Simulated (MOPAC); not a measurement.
MOPAC input (AM1):

```
AM1 1SCF UHF MS=0.5 GEO-OK AUX(PRECISION=9) THREADS=1
HCaO

Ca   -0.00000000 1   -0.00000000 1   -0.64726500 1
O     0.00000000 1    0.00000000 1    1.33221000 1
H     0.00000000 1    0.00000000 1    2.28763100 1
```

From the output:

```
                                                       MOPAC v23.2.5 Linux

          FINAL HEAT OF FORMATION =        -50.20450 KCAL/MOL =    -210.05563 KJ/MOL

          COSMO AREA              =         91.97 SQUARE ANGSTROMS
          COSMO VOLUME            =         78.74 CUBIC ANGSTROMS

          IONIZATION POTENTIAL    =          6.439060 EV
          ALPHA SOMO LUMO (EV)    =         -6.439  1.902
          BETA  SOMO LUMO (EV)    =        -10.054  0.194
          NO. OF ALPHA ELECTRONS  =          5
          NO. OF BETA  ELECTRONS  =          4
          MOLECULAR WEIGHT        =         57.0873         POINT GROUP:  C*v

          MOLECULAR DIMENSIONS (Angstroms)

            Atom       Atom       Distance
            H     3   Ca     1     2.93490
            H     3   Ca     1     0.00000
           Ca     1    O     2     0.00000

          SCF CALCULATIONS        =          1

   ATOM   CHEMICAL          X               Y               Z
  NUMBER   SYMBOL      (ANGSTROMS)     (ANGSTROMS)     (ANGSTROMS)

     1      Ca         -0.00000000  *  -0.00000000  *  -0.64726500  *
     2       O          0.00000000  *   0.00000000  *   1.33221000  *
     3       H          0.00000000  *   0.00000000  *   2.28763100  *

                             CARTESIAN COORDINATES

   1   Ca       -0.000000000    -0.000000000    -0.647265000
   2    O        0.000000000     0.000000000     1.332210000
   3    H        0.000000000     0.000000000     2.287631000

           Empirical Formula: H O Ca  =     3 atoms

      MOLECULAR POINT GROUP   :   C*v

          ALPHA EIGENVALUES
 -32.77794 -14.88976  -9.99556  -9.99556  -6.43906   1.90229   1.90229   3.23486
   8.47187

           BETA EIGENVALUES
 -32.83475 -14.88688 -10.05373 -10.05373   0.19417   2.42000   2.42000   3.49950
   8.50439

              NET ATOMIC CHARGES AND DIPOLE CONTRIBUTIONS

  ATOM NO.   TYPE          CHARGE      No. of ELECS.   s-Pop       p-Pop
    1         Ca           0.562347        1.4377     0.89867     0.53899
    2          O          -0.769145        6.7691     1.78086     4.98828
    3          H           0.206798        0.7932     0.79320
 DIPOLE           X         Y         Z       TOTAL
 POINT-CHG.     0.000     0.000    -4.398     4.398
 HYBRID        -0.000    -0.000     3.345     3.345
 SUM           -0.000    -0.000    -1.052     1.052

          ATOMIC ORBITAL ELECTRON POPULATIONS

     Atom    s        px        py        pz
    1 Ca   0.89867   0.12130   0.12130   0.29639
    2  O   1.78086   1.87870   1.87870   1.23088
    3  H   0.79320

                    (SZ)    =    0.500000
                    (S**2)  =    0.750899

          ATOMIC ORBITAL SPIN POPULATIONS

    Atom   Total    s     px     py     pz
         Atomic
    1 Ca  1.0164  0.834  0.010  0.010  0.162
    2  O -0.0182  0.002 -0.010 -0.010 -0.000
    3  H  0.0018  0.002

 **********************
 *                    *
 * JOB ENDED NORMALLY *
 *                    *
 **********************

 == MOPAC DONE ==
```

The geometry given is a B3LYP-D3(BJ)/def2-TZVP minimum.
